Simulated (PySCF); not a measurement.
Calculation: ωB97X-D3(BJ)/def2-TZVP // B3LYP-D3(BJ)/def2-TZVP in PySCF 2.14.0. Isolated molecules, 0 K electronic values unless said otherwise. One relaxed conformer stands for a flexible species; it need not be the lowest. Excitations are Tamm–Dancoff values on a coarser integration grid. The basis has no diffuse functions, so Rydberg states are missing or too high.

Reference species (SMILES): `[CH3][In]([CH3])[CH3]` (neutral, multiplicity 1).

The T1 excitation (TDA) is 4.81 eV and the HOMO is -9.31 eV. The brightest of the four lowest singlets (TDA) is 6.77 eV and the HOMO–LUMO gap comes out as 10.12 eV.

Changed species: `[NH2][In]([NH2])[NH2]` (3 of 3 CH3 replaced by NH2; the reference has 0 of 3 CH3 replaced by NH2).

Give the shifts of the T1 excitation (TDA), HOMO, brightest of the four lowest singlets (TDA) and HOMO–LUMO gap.

the T1 excitation (TDA) falls by 0.25 eV, to 4.56 eV; the HOMO rises by 0.04 eV, to -9.27 eV; the brightest of the four lowest singlets (TDA) drops by 0.65 eV, to 6.12 eV; the HOMO–LUMO gap increases by 0.14 eV, to 10.26 eV.
